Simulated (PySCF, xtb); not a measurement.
CHCl, SMILES [CH]Cl (connectivity only; charge and spin as stated), neutral, multiplicity 1.

xtb with GFN2-xTB at its own geometry gives an orbital gap of 1.27 eV and a dipole moment of 1.71 D.

Geometry: ωB97X-D3(BJ)/def2-TZVPD. The isomer is the one that the SMILES or the coordinates give; other isomers of the formula were not compared.

Task: What does PBE/def2-TZVPD run with PySCF give? (The exact figures need the calculation; the answer reports its results.)

Result: gap 1.17 eV (levels -5.64 and -4.48 eV), dipole 1.59 D.
